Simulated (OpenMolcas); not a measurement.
**Pr4+ in a ligand field**

Pr4+ with 8 ligands (fluoride) in square antiprismatic coordination (D4d) at 2.27 Å, a polar angle of 58.4° against the regular 57.3°. A charge of +0.5 e stands 2.4 Å behind each ligand. Ligand basis ANO-RCC-VDZP.
```
Pr    0.0000    0.0000    0.0000
F     1.7871    0.7403    1.1879
F    -0.7403    1.7871    1.1879
F    -1.7871   -0.7403    1.1879
F     0.7403   -1.7871    1.1879
F     1.7871   -0.7403   -1.1879
F     0.7403    1.7871   -1.1879
F    -1.7871    0.7403   -1.1879
F    -0.7403   -1.7871   -1.1879
```

- Program: OpenMolcas 26.06
- Method: CASSCF
- Basis: ANO-RCC-VDZP [7s6p4d2f1g]
- Scalar Hamiltonian: DKH2, point nucleus
- Active space: 1 electron in 7 orbitals (4f)
- State averaging: 2S+1 = 2 odd, 7 roots
- Spin-orbit coupling: RASSI with atomic mean-field integrals over the reference wave functions

The lowest spin-free states, above the lowest:

| State | Degeneracy | E (cm-1) | Free-ion L (%) |
| --- | --- | --- | --- |
| 2S+1 = 2 | 2 | 0.0 | F (100) |
| 2S+1 = 2 | 1 | 253.1 | F (100) |
| 2S+1 = 2 | 2 | 575.2 | F (100) |
| 2S+1 = 2 | 2 | 1030 | F (100) |

The lowest levels with spin-orbit coupling:

| E (cm-1) | Degeneracy | 2S+1 | J | |mJ| (%) | g |
| --- | --- | --- | --- | --- | --- |
| 0.0 | 2 | 2 | 2.52 | 1/2 (100) | 0.77 2.56 2.56 |
| 519.3 | 2 | 2 | 2.51 | 5/2 (100) | 0.00 0.00 4.16 |
| 541.6 | 2 | 2 | 2.54 | 3/2 (100) | 0.00 0.00 2.84 |
| 3128 | 2 | 2 | 3.51 | 1/2 (100) | 1.22 4.57 4.57 |
| 3362 | 2 | 2 | 3.49 | 3/2 (100) | 0.00 0.00 3.06 |
| 3564 | 2 | 2 | 3.51 | 7/2 (100) | 0.00 0.00 7.94 |
| 3963 | 2 | 2 | 3.50 | 5/2 (100) | 0.00 0.00 5.70 |

Powder χT (cm3 K/mol): 0.431 at 2 K, 0.438 at 10 K, 0.471 at 50 K, 0.513 at 100 K, 0.595 at 200 K, 0.659 at 300 K. The effective moment at 300 K is 2.828 √(χT) = 2.30 μB.

Hund's rules give f1 the level 2F5/2 with g = 0.857, so an isolated free-ion multiplet has χT = g² J(J+1) / 8 = 0.804 cm3 K/mol. The computed 0.659 at 300 K differs by -18 %, through the field's splitting, the mixing of terms and any other multiplet in reach.

Stevens parameters of the J = 5/2 multiplet, which is 542 cm-1 wide (cm-1, z along the main axis): B20 = 2.446e+01, B40 = -1.316e+00.

Metal share of the active 4f orbitals (Löwdin): 99, 99, 99, 99, 99, 100, 100 %; Mulliken charge of the metal 2.89.

No measured value stands beside these numbers; the geometry was imposed, not optimised, and the real ion may take another.

The RASSCF and RASSI steps took 57 s on 1 thread of Arm Neoverse V2, with other jobs on the host; the integral step is not counted.

A state without a sure symmetry label is named by its multiplicity alone.
